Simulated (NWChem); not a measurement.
# CH6CuNS; SMILES C[S][Cu]<-[NH3]

```xyz
10

Cu     0.1243    -0.6001     0.0021
S      0.6347     1.4760     0.0008
C     -0.9959     2.3000    -0.0001
H     -1.5898     2.0614    -0.8959
H     -0.8238     3.3875     0.0038
H     -1.5939     2.0557     0.8915
N     -0.2491    -2.5283     0.0021
H     -0.3188    -2.9108     0.9465
H      0.4856    -3.0536    -0.4748
H     -1.1249    -2.7531    -0.4726
```
Atoms are numbered in this order, from 1.

Program: NWChem. STO-3G and 3-21G are far too small for this property and stand as cheap habits. Geometry: optimised at PBE0/def2-SVP. Not confirmed as a minimum by frequencies. GIAO values for the isolated, static molecule; σ is the absolute isotropic shielding, δ = σ(reference) − σ with the isolated reference molecule computed at the same levels (13C: tetramethylsilane, 1H: tetramethylsilane, 15N: ammonia).

Q: What does the run give for Hartree-Fock/STO-3G? Quantities: σ Cu1 (ppm); σ S2 (ppm); δ C3 (ppm); δ H4 (rotor mean) (ppm); δ N7 (ppm); δ H8 (rotor mean) (ppm).

A: 
```yaml
"σ Cu1 (ppm)": 37598.1
"σ S2 (ppm)": 1815.2
"δ C3 (ppm)": 69.9
"δ H4 (rotor mean) (ppm)": -14.06
"δ N7 (ppm)": -356.4
"δ H8 (rotor mean) (ppm)": -76.62
```
